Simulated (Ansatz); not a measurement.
Ansatz (a quantum-chemistry and plane-wave program) input (PBE/def2-TZVPD):

Ansatz 0.2 input:
```yaml
crystal:
  periodic: [false, false, false]
  atoms:
    - {symbol: C, position_ang: [-2.00734324, 1.01067767, 0.07301243]}
    - {symbol: C, position_ang: [-1.32378660, -0.15856325, 0.79041768]}
    - {symbol: Si, position_ang: [0.01417493, -1.00402605, -0.21865221]}
    - {symbol: N, position_ang: [1.21944040, 0.12927412, -0.70368181]}
    - {symbol: C, position_ang: [2.04926963, 0.87788931, 0.22798027]}
    - {symbol: H, position_ang: [-2.49453881, 0.67889324, -0.84659121]}
    - {symbol: H, position_ang: [-2.76928028, 1.47924285, 0.69974423]}
    - {symbol: H, position_ang: [-1.28295269, 1.77790237, -0.20510100]}
    - {symbol: H, position_ang: [-0.88617409, 0.18013966, 1.73563393]}
    - {symbol: H, position_ang: [-2.05779765, -0.92271594, 1.06845487]}
    - {symbol: H, position_ang: [-0.53548848, -1.56752673, -1.47734998]}
    - {symbol: H, position_ang: [0.54618798, -2.13030756, 0.60485672]}
    - {symbol: H, position_ang: [1.65031306, -0.00447064, -1.60471387]}
    - {symbol: H, position_ang: [2.92925739, 0.32233146, 0.57600546]}
    - {symbol: H, position_ang: [1.46305540, 1.14586190, 1.10914480]}
    - {symbol: H, position_ang: [2.39404762, 1.81207272, -0.22164267]}
basis:
  gaussian:
    orbitals: def2-TZVPD
hamiltonian:
  xc: {name: PBE}
magnetization: {spin_polarized: true, initial_magnetization: 2}
```

Output:

```
Functional definition: PBE
integrals: 0.26 GiB planned
1537 factors; their error is unknown
0.48 GiB of the device are held for the grids
1.83 GiB of device memory are held for the factors and their scratch space
mean field: 2.06 GiB planned
mean field evaluation 1: about -12620.6086 eV, gradient 7.1e1 eV
mean field evaluation 2: about -12530.4929 eV, gradient 1.4e2 eV
mean field evaluation 4: about -12637.8261 eV, gradient 3.5e1 eV
mean field evaluation 8: about -12645.0424 eV, gradient 8.8e-1 eV
mean field evaluation 16: about -12644.9898 eV, gradient 1.6e-2 eV
mean field evaluation 32: about -12643.4828 eV, gradient 3.5e0 eV
mean field evaluation 64: about -12643.9108 eV, gradient 2.5e0 eV
mean field -12644.98975803 eV, -464.6948025259 hartree, gradient 3.1e-5 eV, S^2 2.003371; 6 other end points of the search recorded, 0 dependent functions left out
reference -12644.98984193 eV, -464.6948056091 hartree; 26, 24 occupied and 264, 266 virtual orbitals, 1537 factors
Total energy: -12644.98984193 eV, -464.6948056091 hartree
```

This state (charge 0, triplet) is run at the relaxed geometry of the species with charge 0 and multiplicity 1, and is a spin state other than that species' own.
